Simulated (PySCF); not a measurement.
## From computed data to an observable: chemical shift, span and skew from a shielding tensor

C₃H₁₀OSi₂, SMILES C=C([SiH3])C[SiH2]O. Atoms are numbered in the order given.

```xyz
16

C     -0.8802     0.7824     1.9220
C     -0.9336     0.3163     0.6629
Si    -1.9117     1.2636    -0.6351
C     -0.2036    -0.9265     0.2338
Si     1.5834    -0.4679    -0.1845
O      2.4164    -1.7147    -0.9168
H     -0.3347     0.2495     2.7111
H     -1.3846     1.7067     2.2184
H     -1.0465     1.6151    -1.8038
H     -3.0282     0.4095    -1.1498
H     -2.4730     2.5107    -0.0358
H     -0.6634    -1.4009    -0.6493
H     -0.1904    -1.6821     1.0384
H      1.5986     0.6558    -1.1587
H      2.2448    -0.0516     1.0934
H      2.6466    -2.4684    -0.3670
```

Geometry: PBE0-D3(BJ)/def2-SVP. This is a generated structure with no PubChem entry under its InChIKey; it may be hypothetical. Other conformers were not sampled.

GIAO shieldings from PBE/pcSseg-1 (PySCF), non-relativistic, no solvent. The symmetric part of the tensor of C1 has the principal values -66.9, 60.7, 137.0 ppm. The same nucleus in TMS has σ = 182.0 ppm at this level (PySCF, at its B3LYP-D3(BJ)/def2-TZVP geometry).

Q: Work out the isotropic shielding, the ¹³C shift against TMS, the span and the skew.

A: 
σ(iso) = (σ11 + σ22 + σ33)/3 = 43.6 ppm. δ = σ(ref) − σ(iso) = 182.0 − (43.6) = 138.4 ppm.
Span Ω = σ33 − σ11 = 203.9 ppm. Skew κ = 3(σ(iso) − σ22)/Ω = -0.25. Tumbling in solution averages the tensor to δ; in a static solid the shielding alone would spread this spin-1/2 line over Ω.
